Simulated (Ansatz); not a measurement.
A run of Ansatz (development build ahead of 0.2.0) on sextet MnP(+) at this shape:

```xyz
2

Mn    0.0000    0.0000    0.0000
P     0.0000    0.0000    2.9422
```

Its results:

```json
{"Converged": "yes", "Total energy": "-1491.68253 hartree", "Spin squared of the determinant": "10.110", "Stability test": "minimum"}
```

(1) Which input gives this output? Name the method, the orbitals and the basis set, and write the input.

## Answers

(1) PBE0 (unrestricted) in pcseg-2.

```yaml
crystal:
  periodic: [false, false, false]
  atoms:
    - { symbol: Mn, position_ang: [0.0, 0.0, 0.0] }
    - { symbol: P, position_ang: [0.0, 0.0, 2.9422] }
basis:
  gaussian: { orbitals: pcseg-2 }
total_charge: 1
magnetization:
  spin_polarized: true
  initial_magnetization: 5
hamiltonian:
  xc: pbe0
```

Caution: another spin multiplicity may lie lower; the unrestricted determinant is a mixture of spin states.
